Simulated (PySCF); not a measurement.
Ga(Cl)(vinyl)(OH) (C2H4ClGaO), SMILES [OH][Ga]([CH]=C)[Cl]. Atoms are numbered in the order given.

```xyz
9

Ga     0.1326     0.0079     0.0000
Cl    -0.6142     2.0441     0.0000
C     -0.9974    -1.5649     0.0000
C     -0.4645    -2.7953     0.0000
H     -2.0870    -1.4486     0.0000
H     -1.0899    -3.6968     0.0000
H      0.6183    -2.9617     0.0000
O      1.9083    -0.1736     0.0000
H      2.3938     0.6615     0.0000
```

Geometry: B3LYP-D3(BJ)/def2-SVP. The structure was generated by enumeration; whether it is a known compound was not checked. The values are those of a single conformer.

All values below come from PBE/def2-TZVP in PySCF.

Isolated molecule, no solvent.

```
Quantity                                                                                                       Result
---------------------------------------------------------------------------------------------  ----------------------
total energy                                                                                      -2538.37617 hartree
point group                                                                                                        Cs
highest occupied level                                                                                       -7.23 eV
lowest empty level                                                                                           -2.38 eV
orbital gap                                                                                                   4.85 eV
dipole moment                                                                                                  1.53 D
quadrupole, principal values (traceless, Buckingham form, about the centre of nuclear charge)  -7.37, -0.93, 8.30 D·Å
mean static polarisability                                                                      68.1 bohr³ (10.09 Å³)
polarisability, principal values                                                               43.8, 64.9, 95.6 bohr³
```
